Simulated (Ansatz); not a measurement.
`C[SiH2]BCl` + H₂S → `SBCl` + `C[SiH3]` at 500 K and 1 bar (cleavage of the B–Si bond).

Gas-phase electronic energies from Ansatz, PBE0-D4/def2-TZVP geometries. CCSD(T)/CBS is the MP2 limit (def2-TZVPP, def2-QZVPP) plus CCSD(T) − MP2 in def2-TZVPP, frozen cores. This one scheme is used for every species. Each species was taken in one conformer, which may not be the lowest.

| species | CCSD(T)/CBS energy (Eh) | H − E (kJ/mol) | S (J/(mol·K)) |
| --- | --- | --- | --- |
| `C[SiH2]BCl` | -815.33859 | 220.6 | 406.9 |
| H₂S | -398.97279 | 57.0 | 224.0 |
| `SBCl` | -883.61129 | 88.8 | 313.7 |
| `C[SiH3]` | -330.73916 | 189.7 | 296.8 |

H − E and S are ideal-gas, rigid-rotor, harmonic terms from PBE0-D4/def2-TZVP, for one conformer and one mirror image of each species. 1 Eh = 2625.50 kJ/mol, R = 8.31446 J/(mol·K).

Question: By hand: ΔE, ΔH, ΔS and ΔG.

Answer: ΔE = (-883.61129) + (-330.73916) − (-815.33859) − (-398.97279) = -0.03907 Eh = -102.6 kJ/mol. Δ(H − E) = 88.8 + 189.7 − 220.6 − 57.0 = 0.9, so ΔH = -101.7 kJ/mol. ΔS = 313.7 + 296.8 − 406.9 − 224.0 = -20.4 J/(mol·K). ΔG = -101.7 − 500 × (-20.4)/1000 = -91.5 kJ/mol.

Question: By hand: the equilibrium constant, and the temperature at which ΔG would vanish if ΔH and ΔS stayed fixed.

Answer: log₁₀ K = −ΔG/(RT ln 10) = 9.6. ΔG = 0 at ΔH/ΔS = 4985 K, far beyond where these terms or the molecules hold.

ΔH outweighs TΔS. A doubt of 5 kJ/mol in ΔE shifts log₁₀ K by 0.5 here. Other conformers and mirror images would add mixing entropy, several J/(mol·K) or more a flexible species. Modes under 60 cm⁻¹, often nearly free rotors, make the harmonic entropy too high. These are equilibria of isolated gas molecules and say nothing of rates. Largest T1 diagnostic: 0.013 (customary marks: 0.02 for closed shells, 0.045 for open ones).
